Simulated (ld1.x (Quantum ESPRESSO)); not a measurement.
**Building the PAW potential for beryllium (Wu–Cohen, non-relativistic).**

```json
{
  "Element": "beryllium",
  "Generator": "ld1.x (Quantum ESPRESSO) 7.5",
  "Type": "PAW",
  "Functional": "Wu–Cohen",
  "Relativity": "non-relativistic",
  "Frozen core": "none",
  "Valence charge": "4",
  "Reference configuration": "1s2 2s0 2p0 (charge +2)",
  "Partial waves": "1s (bound): rcut 0.65, rcutus 0.80 bohr; 2s (bound, empty): rcut 0.65, rcutus 0.80 bohr; 2p (bound, empty): rcut 3.30, rcutus 3.95 bohr; 2p channel at -0.8 Ry: rcut 3.30, rcutus 3.95 bohr",
  "Local potential": "all-electron potential smoothed inside 1.70 bohr (lloc = -1)",
  "Core correction": "none",
  "Augmentation charge": "BESSEL, radius 0.45 bohr"
}
```

* Configuration tests: 3 of 7 tests not solved or not reliable; not counted: 1s2 2s0 2p2 (solver errors, printed error -166 eV); 1s2 2s1 2p1 (solver errors, printed error -196 eV); 1s2 2s0 2p1 (solver errors, printed error -159 eV)
* Lowest eigenvalue of the overlap operator: -8.21 (p channel); it is negative, so in a basis up to 400 Ry S is not positive definite and the file is unfit for use

The ghost test of this file was not conclusive. Its overlap operator is not positive definite in a basis up to 400 Ry (lowest eigenvalue p -8.21), so the file is unfit for use: the generalised eigenproblem breaks down once the basis is large enough, and its test numbers describe a broken file.
